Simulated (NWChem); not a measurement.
System: SiNH2Cl3; SMILES N[Si](Cl)(Cl)Cl

Input file for NWChem:

```
start job
memory heap 200 mb stack 900 mb global 1100 mb
geometry units angstroms noautoz
  N     -0.273795     1.944592     0.000000
  Si    -0.031370     0.267102     0.000000
  Cl    -0.892594    -0.507801     1.686821
  Cl    -0.892594    -0.507801    -1.686821
  Cl     1.935330    -0.339513     0.000000
  H     -0.127201     2.486848     0.843997
  H     -0.127201     2.486848    -0.843997
end
basis spherical
  * library 6-311++g**
end
dft
  xc pbe0
  iterations 150
  mulliken
end
task dft energy
```

NWChem printed, in part:

```
             Northwest Computational Chemistry Package (NWChem) 7.3.0
             --------------------------------------------------------

 CS  symmetry detected

                             Geometry "geometry" -> ""
                             -------------------------

 Output coordinates in angstroms (scale by  1.889725989 to convert to a.u.)

  No.       Tag          Charge          X              Y              Z
 ---- ---------------- ---------- -------------- -------------- --------------
    1 N                    7.0000    -0.26489667     1.95532637     0.00000000
    2 Si                  14.0000    -0.02944035     0.27684404     0.00000000
    3 Cl                  17.0000    -0.89387508    -0.49447562    -1.68682100
    4 Cl                  17.0000    -0.89387508    -0.49447562     1.68682100
    5 Cl                  17.0000     1.93472343    -0.33793340     0.00000000
    6 H                    1.0000    -0.11605195     2.49696889    -0.84399700
    7 H                    1.0000    -0.11605195     2.49696889     0.84399700

 Effective nuclear repulsion energy (a.u.)     443.1993280471

      Symmetry information
      --------------------

 Group name             Cs
 Group number              2
 Group order               2
 No. of unique centers     5

                                 NWChem DFT Module
                                 -----------------

 Summary of "ao basis" -> "ao basis" (spherical)
 ------------------------------------------------------------------------------
       Tag                 Description            Shells   Functions and Types
 ---------------- ------------------------------  ------  ---------------------
 N                         6-311++g**               10       22   5s4p1d
 Si                        6-311++g**               14       30   7s6p1d
 Cl                        6-311++g**               14       30   7s6p1d
 H                         6-311++g**                5        7   4s1p

      Symmetry analysis of basis
      --------------------------

        a'         97
        a"         59

            General Information
            -------------------
          SCF calculation type: DFT
          Wavefunction type:  closed shell.
          No. of atoms     :     7
          No. of electrons :    74
           Alpha electrons :    37
            Beta electrons :    37
          Charge           :     0
          Spin multiplicity:     1
          Use of symmetry is: on ; symmetry adaption is: on
          Maximum number of iterations: 150
          AO basis - number of functions:   156
                     number of shells:    76
          Convergence on energy requested:  1.00D-06
          Convergence on density requested:  1.00D-05
          Convergence on gradient requested:  5.00D-04

              XC Information
              --------------
                         PBE0 Method XC Functional
                     Hartree-Fock (Exact) Exchange  0.250
          PerdewBurkeErnzerhof Exchange Functional  0.750
            Perdew 1991 LDA Correlation Functional  1.000 local
           PerdewBurkeErnz. Correlation Functional  1.000 non-local

             Grid Information
             ----------------
          Grid used for XC integration:  medium
          Radial quadrature: Mura-Knowles
          Angular quadrature: Lebedev.
          Tag              B.-S. Rad. Rad. Pts. Rad. Cut. Ang. Pts.
          ---              ---------- --------- --------- ---------
          N                   0.65       49          12.0       434
          Si                  1.10       88          12.0       590
          Cl                  1.00       88          14.0       590
          H                   0.35       45          14.0       434
          Grid pruning is: on
          Number of quadrature shells:   358
          Spatial weights used:  Erf1

      Superposition of Atomic Density Guess
      -------------------------------------

 Sum of atomic energies:       -1722.57850172

      Non-variational initial energy
      ------------------------------

 Total energy =   -1724.177515
 1-e energy   =   -3264.070472
 2-e energy   =    1096.693629
 HOMO         =      -0.367788
 LUMO         =       0.009138

      Symmetry analysis of molecular orbitals - initial
      -------------------------------------------------

  Numbering of irreducible representations:

     1 a'          2 a"

  Orbital symmetries:

     1 a'          2 a"          3 a'          4 a'          5 a'
     6 a'          7 a"          8 a'          9 a'         10 a"
    11 a'         12 a'         13 a'         14 a"         15 a"
    16 a"         17 a'         18 a'         19 a'         20 a"
    21 a'         22 a'         23 a'         24 a"         25 a'
    26 a'         27 a"         28 a'         29 a'         30 a"
    31 a'         32 a"         33 a'         34 a'         35 a"
    36 a"         37 a'         38 a'         39 a'         40 a"
    41 a'         42 a'         43 a"         44 a'         45 a'
    46 a"         47 a'

     ---------------------------------------------
      Total Density - Mulliken Population Analysis
     ---------------------------------------------

    Atom       Charge   Shell Charges
 -----------   ------   -------------------------------------------------------
    1 N    7     7.98   1.09  0.90  0.82  0.90  2.02  0.66  1.56 -0.08  0.10  0.01
    2 Si  14    13.02   0.79  1.18  0.96  1.03  0.70  0.26  1.94  3.95  0.42  1.00  0.04  0.15  0.35  0.25
    3 Cl  17    17.25   0.78  1.19  0.91  1.08  0.99  1.04  7.41 -1.50  1.04  3.16  1.42 -0.11 -0.16  0.01
    4 Cl  17    17.25   0.78  1.19  0.91  1.08  0.99  1.04  7.41 -1.50  1.04  3.16  1.42 -0.11 -0.16  0.01
    5 Cl  17    17.25   0.78  1.19  0.91  1.08  0.99  1.04  7.41 -1.50  1.04  3.17  1.42 -0.11 -0.17  0.01
    6 H    1     0.62   0.22  0.32  0.06 -0.02  0.04
    7 H    1     0.62   0.22  0.32  0.06 -0.02  0.04

   convergence    iter        energy       DeltaE   RMS-Dens  Diis-err
 ---------------- ----- ----------------- --------- --------- ---------
 d= 0,ls=0.0,diis     1  -1725.5637937824 -2.17D+03  1.04D-02  1.88D+00
 d= 0,ls=0.0,diis     2  -1725.5559841220  7.81D-03  7.87D-03  8.27D-01
 d= 0,ls=0.0,diis     3  -1725.6347377606 -7.88D-02  2.54D-03  1.81D-01
 d= 0,ls=0.0,diis     4  -1725.6565353086 -2.18D-02  2.04D-04  5.11D-04
 d= 0,ls=0.0,diis     5  -1725.6565628243 -2.75D-05  8.83D-05  2.96D-04
  Resetting Diis
 d= 0,ls=0.0,diis     6  -1725.6565959607 -3.31D-05  1.28D-05  4.68D-06
 d= 0,ls=0.0,diis     7  -1725.6565963876 -4.27D-07  6.20D-06  2.06D-07

         Total DFT energy =    -1725.656596387572
      One electron energy =    -3266.465224727435
           Coulomb energy =     1210.429882684562
    Exchange-Corr. energy =     -112.820582391799
 Nuclear repulsion energy =      443.199328047100

 Numeric. integr. density =       73.999996477130

                  Occupations of the irreducible representations
                  ----------------------------------------------

                     irrep           alpha         beta
                     --------     --------     --------
                     a'               24.0         24.0
                     a"               13.0         13.0

                       DFT Final Molecular Orbital Analysis
                       ------------------------------------

 Vector   35  Occ=2.000000D+00  E=-3.544949D-01  Symmetry=a"
              MO Center= -7.4D-01, -4.2D-01,  3.0D-12, r^2= 4.3D+00
   Bfn.  Coefficient  Atom+Function         Bfn.  Coefficient  Atom+Function
  ----- ------------  ---------------      ----- ------------  ---------------
    69      0.318577  3 Cl py                99     -0.318577  4 Cl py
    70     -0.261244  3 Cl pz               100     -0.261244  4 Cl pz
    72      0.203572  3 Cl py               102     -0.203572  4 Cl py
    60     -0.189515  3 Cl py                90      0.189515  4 Cl py
    73     -0.165509  3 Cl pz               103     -0.165509  4 Cl pz

 Vector   36  Occ=2.000000D+00  E=-3.389267D-01  Symmetry=a"
              MO Center=  3.3D-01, -4.2D-01, -1.2D-11, r^2= 4.8D+00
   Bfn.  Coefficient  Atom+Function         Bfn.  Coefficient  Atom+Function
  ----- ------------  ---------------      ----- ------------  ---------------
   130      0.402132  5 Cl pz                68      0.304297  3 Cl px
    98     -0.304297  4 Cl px               133      0.260767  5 Cl pz
   121     -0.236036  5 Cl pz                71      0.196463  3 Cl px
   101     -0.196463  4 Cl px                59     -0.177312  3 Cl px
    89      0.177312  4 Cl px               127      0.171818  5 Cl pz

 Vector   37  Occ=2.000000D+00  E=-3.132037D-01  Symmetry=a'
              MO Center=  2.8D-02,  1.3D+00, -6.7D-12, r^2= 3.2D+00
   Bfn.  Coefficient  Atom+Function         Bfn.  Coefficient  Atom+Function
  ----- ------------  ---------------      ----- ------------  ---------------
    11      0.384053  1 N  px                 7      0.349520  1 N  px
   129     -0.263194  5 Cl py                 3      0.229762  1 N  px
   132     -0.179244  5 Cl py               120      0.155052  5 Cl py
   126     -0.114459  5 Cl py                69      0.100838  3 Cl py
    99      0.100838  4 Cl py                14      0.086021  1 N  s

 Vector   38  Occ=0.000000D+00  E=-2.323559D-02  Symmetry=a'
              MO Center=  5.0D-02,  1.1D+00, -2.1D-14, r^2= 1.1D+01
   Bfn.  Coefficient  Atom+Function         Bfn.  Coefficient  Atom+Function
  ----- ------------  ---------------      ----- ------------  ---------------
    44      1.926377  2 Si s                 28      1.206803  2 Si s
   134     -0.798658  5 Cl s                 14     -0.779406  1 N  s
    74     -0.766765  3 Cl s                104     -0.766765  4 Cl s
   146      0.513324  6 H  s                153      0.513324  7 H  s
    46     -0.463628  2 Si py                10     -0.422543  1 N  s

[...]
```

Level: PBE0/6-311++G** (spherical d). Structure relaxed at the PBE0/def2-SVP level.
